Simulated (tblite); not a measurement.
Compound: C6H8ClFO.
Numbering: `[CH2:1]=[CH:2][C@@H:3]([Cl:4])[C@:5]([CH3:6])([F:7])[CH:8]=[O:9]` (hydrogens: H10, H11 on C1; H12 on C2; H13 on C3; H14, H15, H16 on C6; H17 on C8)

Computed with GFN2-xTB (tblite), gas phase: Langevin dynamics at 300 K from the optimised GFN2-xTB geometry, time step 0.5 fs, friction 0.01 fs⁻¹, 2000 steps. The instantaneous temperature is 2·E(kin)/(3Nk) with all 3N coordinates.

```tsv
t (fs)	T (K)	E(pot) above start (eV)	C1=C2 (Å)	C2–C3 (Å)	C3–Cl4 (Å)	C3–C5 (Å)	C5–C6 (Å)	C1–H10 (Å)	C1–C2–C3–Cl4 (°)
0	259	0.000	1.320	1.490	1.808	1.538	1.526	1.078	114
25	190	0.344	1.317	1.543	1.770	1.576	1.532	1.074	114
50	205	0.397	1.321	1.517	1.839	1.472	1.544	1.091	109
75	202	0.462	1.337	1.535	1.799	1.499	1.568	1.052	115
100	190	0.457	1.322	1.487	1.844	1.494	1.515	1.093	108
125	234	0.485	1.303	1.506	1.817	1.555	1.548	1.084	115
150	248	0.344	1.333	1.478	1.805	1.526	1.509	1.063	113
175	277	0.443	1.348	1.506	1.800	1.594	1.532	1.099	110
200	276	0.527	1.312	1.448	1.839	1.562	1.515	1.098	100
225	343	0.453	1.311	1.487	1.796	1.503	1.492	1.053	90
250	290	0.629	1.324	1.555	1.849	1.515	1.498	1.072	96
275	282	0.585	1.345	1.541	1.779	1.521	1.607	1.089	94
300	224	0.740	1.341	1.487	1.860	1.523	1.639	1.083	100
325	273	0.604	1.335	1.516	1.793	1.587	1.584	1.069	95
350	319	0.503	1.300	1.491	1.788	1.566	1.535	1.091	95
375	283	0.549	1.318	1.496	1.840	1.536	1.437	1.081	103
400	328	0.395	1.328	1.522	1.726	1.543	1.507	1.078	115
425	243	0.562	1.356	1.534	1.915	1.483	1.630	1.091	123
450	286	0.712	1.327	1.510	1.738	1.509	1.626	1.090	125
475	437	0.575	1.285	1.536	1.823	1.531	1.536	1.088	129
500	350	0.724	1.351	1.505	1.850	1.648	1.510	1.035	122
525	424	0.558	1.345	1.438	1.829	1.578	1.484	1.054	123
550	300	0.596	1.318	1.491	1.834	1.507	1.573	1.091	128
575	369	0.638	1.315	1.512	1.738	1.508	1.554	1.076	125
600	366	0.628	1.322	1.469	1.931	1.506	1.580	1.035	124
625	298	0.740	1.303	1.510	1.699	1.543	1.543	1.136	122
650	300	0.601	1.309	1.500	1.859	1.624	1.464	1.099	128
675	249	0.665	1.333	1.448	1.784	1.574	1.501	1.033	109
700	357	0.485	1.329	1.488	1.798	1.525	1.508	1.109	114
725	315	0.895	1.319	1.532	1.829	1.541	1.605	1.152	108
750	361	0.877	1.316	1.459	1.893	1.514	1.595	1.039	123
775	486	0.742	1.365	1.486	1.830	1.540	1.506	1.044	138
800	445	0.916	1.350	1.499	1.797	1.490	1.491	1.131	138
825	446	0.775	1.322	1.505	1.738	1.526	1.479	1.079	137
850	356	0.851	1.317	1.468	1.825	1.617	1.534	1.054	133
875	380	0.702	1.348	1.453	1.856	1.608	1.569	1.113	137
900	440	0.640	1.330	1.519	1.772	1.508	1.533	1.138	130
925	378	0.715	1.307	1.582	1.852	1.566	1.527	1.013	132
950	248	0.777	1.300	1.478	1.831	1.516	1.528	1.078	120
975	311	0.776	1.305	1.514	1.838	1.512	1.522	1.185	115
1000	376	0.446	1.335	1.510	1.783	1.520	1.491	1.047	109
```

Task: From 500 fs on, how do temperature and potential energy compare with equipartition?

Result: The mean temperature of these 21 frames is 360 K against the target 300 K, and the mean potential energy 0.70 eV against 45 × kT/2 = 0.58 eV for 45 classical harmonic modes. For 17 atoms in a canonical ensemble the temperature itself scatters by T·√(2/(3N)) = 59 K; here its standard deviation is 63 K. The whole run lasts only 10 friction times of 100 fs, so these averages carry a wide statistical error.

Task: What are the kinetic and total energies of the listed frame with the highest potential energy?

Result: The one at 800 fs, 0.916 eV above the start. Its kinetic energy is 3NkT/2 = 0.979 eV at 445 K, so the sum is 1.90 eV; over the listed frames the sum runs from 0.57 to 1.90 eV, since the thermostat adds and removes energy.

Task: How much do the listed bonds fluctuate from 500 fs on?

Result: 
```csv
bond,at the start (Å),mean (Å),standard deviation (Å)
C1=C2,1.320,1.326,0.017
C2–C3,1.490,1.494,0.032
C3–Cl4,1.808,1.817,0.052
C3–C5,1.538,1.546,0.044
C5–C6,1.526,1.528,0.038
C1–H10,1.078,1.083,0.046
```

The motion is classical and holds no zero-point motion.

The cost below is that of the whole dynamics run. On an x86-64 server with one thread, no GPU, shared host, this took 14 s.
